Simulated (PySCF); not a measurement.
C4HN3.
Atom-mapped SMILES: `[N:1]#[C:2][CH:3]([C:4]#[N:5])[C:6]#[N:7]` (hydrogens: H8 on C3)

Geometry (PBE0-D3(BJ)/def2-SVP, Å), atoms numbered from 1 in this order:
```
atom  x, y, z in Å
N1    -1.4267   -1.9230   -0.4414
C2    -0.6695   -1.1485   -0.0421
C3     0.2928   -0.1739    0.4946
C4    -0.2344    1.1974    0.4195
N5    -0.6475    2.2747    0.3842
C6     1.5990   -0.2845   -0.1731
N7     2.6334   -0.3770   -0.6773
H8     0.4450   -0.4129    1.5649
```

Computed, not measured: core-valence-separated Tamm–Dancoff BHandHLYP/aug-pcX-1 (pcseg-1 on H) in PySCF, non-relativistic, gas phase, PBE0-D3(BJ)/def2-SVP geometry. BHandHLYP without relativity tends to put these K edges a few eV too low, so spacings mean more than positions.

The lowest roots of each edge with f over 0.003 (five at most, numbered afresh; weaker and dark ones are left out), with transition dipoles (au) in the frame of the coordinates:

```tsv
root	edge	E (eV)	f	μx	μy	μz
1	C	284.09	0.0882	0.0862	-0.0671	-0.0273
2	C	284.09	0.0882	-0.0707	-0.0872	-0.0095
3	C	284.20	0.0067	0.0184	0.0248	0.0001
4	C	284.20	0.0067	-0.0241	0.0178	0.0076
5	C	284.21	0.1710	0.0219	-0.0334	0.1515
6	N	397.14	0.0202	0.0322	-0.0302	-0.0115
7	N	397.14	0.0788	0.0787	-0.0387	-0.0200
8	N	397.14	0.0963	-0.0509	-0.0846	-0.0119
9	N	397.36	0.0098	-0.0136	0.0182	0.0221
10	N	397.36	0.0148	0.0261	0.0091	0.0276
```

Question: Molecules are fixed in this frame and the field points along (1, 0, −1)/√2. What effective strengths 3 f cos²θ do the roots have (θ between field and μ)?

Answer: root 1 (C2/C4/C6): 0.134, root 2 (C2/C4/C6): 0.039, root 3 (C2/C4/C6): 0.003, root 4 (C2/C4/C6): 0.011, root 5 (C2/C4/C6): 0.175, root 6 (N1/N5/N7): 0.028, root 7 (N1/N5/N7): 0.142, root 8 (N1/N5/N7): 0.022, root 9 (N1/N5/N7): 0.019, root 10 (N1/N5/N7): 0.000. Root 5 is the strongest. Averaged over all orientations cos²θ is 1/3, which gives f back. For degenerate partners only the sum has meaning, as the program may mix them freely.

Time: 15 s; peak memory 0.86 GiB. Hardware: an AMD EPYC 7B13 with one thread, shared host with 128 logical CPUs at a one-minute load of 12.
